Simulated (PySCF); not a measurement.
**Static response to an electric field**

SnH(vinyl)3, C₆H₁₀Sn.
Geometry (PBE0-D3(BJ)/def2-SVP, Å), atoms numbered from 1 in this order:
```
atom  x, y, z in Å
Sn1    0.004   -0.008    0.132
H2     0.026   -0.006    1.851
C3     2.008   -0.251   -0.581
C4     3.055   -0.396    0.237
H5     2.184   -0.254   -1.664
H6     2.950   -0.401    1.328
H7     4.077   -0.518   -0.144
C8    -0.803    1.855   -0.547
C9    -1.154    2.839    0.286
H10   -0.939    2.008   -1.626
H11   -1.048    2.753    1.374
H12   -1.569    3.788   -0.078
C13   -1.227   -1.628   -0.536
C14   -1.896   -2.424    0.304
H15   -1.317   -1.812   -1.614
H16   -1.851   -2.297    1.392
H17   -2.526   -3.248   -0.054
```

Level: wB97X-D/def2-SVPD (PySCF), static field, nuclei fixed, core orbitals frozen in the response. The polarisability tensor in these axes (au):

```
x   122.98   0.34  -0.31
y     0.34 122.38   0.17
z    -0.31   0.17  99.13
```

Q: What are the eigenvalues, a third of the trace, and Δα (Δα² = ½Σ(αi − αj)² over the three pairs)?

A: Principal values 99.13, 122.23 and 123.14 au; mean 114.83 au = 17.02 Å³ = 18.93 × 10⁻⁴⁰ C²·m²/J; Δα = 23.57 au (21 % of the mean).

Q: What is the dipole moment, and where does it point?

A: (0.00, 0.00, -0.44) D, 0.44 D in size, pointing from the negative to the positive side. Measured along this direction, the outermost atoms are H2 at the negative end and H10, H5 and H15 at the positive end.

Q: In TDDFT the mean static polarisability is Σ f/ω² over all singlet excitations (ω in hartree). How much of it do the 10 lowest give? Their energies (eV) and oscillator strengths: 5.94, 0.0000; 6.30, 0.0809; 6.30, 0.0812; 7.12, 0.0672; 7.14, 0.5432; 7.15, 0.5632; 7.38, 0.0303; 7.38, 0.0277; 7.49, 0.0002; 7.75, 0.0253.

A: They add up to 21.17 au, 18.4 % of the 114.83 au; the largest single term is 8.16 au, from the state at 7.15 eV. Terms in order: 0.00, 1.51, 1.52, 0.98, 7.89, 8.16, 0.41, 0.38, 0.00, 0.31 au. Higher excitations give the rest. The strengths listed sum to 1.419.

Q: Along which axes do the principal values lie, and how far do the nuclei extend along each?

A: Largest value along (0.91, 0.41, -0.01), where the nuclei span 7.14 Å; middle along (-0.41, 0.91, 0.01), 6.24 Å; least along (0.01, -0.01, 1.00), 3.50 Å. The response follows the extents in order.

Q: Rayleigh depolarisation ratio (linearly polarised light, static tensor)?

A: ρ = 3Δα²/(45ᾱ² + 4Δα²) = 1666.4/(593371 + 2221.8) = 0.0028.

Geometry: PBE0-D3(BJ)/def2-SVP, one conformer, isolated molecule. Atoms past krypton carry effective core potentials; spin–orbit coupling is left out.

The run behind these numbers computed excited states as well. Time: 92 s wall (with the writing of density and orbital grids); peak memory 1.1 GiB. Hardware: an Arm Neoverse V1 with one thread, on a shared host.
